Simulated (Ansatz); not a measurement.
PBE exchange is replaced step by step with exact exchange (0 % is PBE, 25 % PBE0; no dispersion term), basis def2-TZVP, Ansatz. System: SiAu3⁺ (the lowest singlet isomer of a short search). The state is a singlet with charge 1. Geometry: PBE-D4/def2-SVP, each spin state at its own.

The relaxed triplet has other bonds than the singlet, so its gap is one between isomers.

Geometry of the singlet:

| atom | x (Å) | y (Å) | z (Å) |
| --- | --- | --- | --- |
| Au1 | -0.0007 | 2.1754 | 0.4266 |
| Au2 | -0.2595 | -2.1932 | -0.1930 |
| Au3 | 1.0648 | 0.0689 | -0.9298 |
| Si4 | -0.8046 | -0.0511 | 0.6961 |

In the def2 sets Au takes a core potential; there is no spin–orbit coupling. The structure comes from a short search, and lower isomers may exist.

| exact exchange (%) | HOMO (eV) | LUMO (eV) | gap (eV) | triplet − singlet (kJ/mol) | quintet − singlet (kJ/mol) |
| --- | --- | --- | --- | --- | --- |
| 0 | -10.98 | -8.91 | 2.06 | 63.9 | 342.2 |
| 5 | -11.10 | -8.74 | 2.36 | 62.8 | 342.2 |
| 10 | -11.23 | -8.57 | 2.66 | 61.6 | 342.2 |
| 15 | -11.35 | -8.39 | 2.96 | 60.5 | 342.1 |
| 35 | -11.84 | -7.67 | 4.17 | 55.6 | 342.2 |
| 50 | -12.21 | -7.13 | 5.08 | 51.6 | 342.6 |

Task: Estimate the row for 25 %.

Result: 
```tsv
exact exchange (%)	HOMO (eV)	LUMO (eV)	gap (eV)	triplet − singlet (kJ/mol)	quintet − singlet (kJ/mol)
25	-11.60	-8.03	3.56	58.1	342.1
```
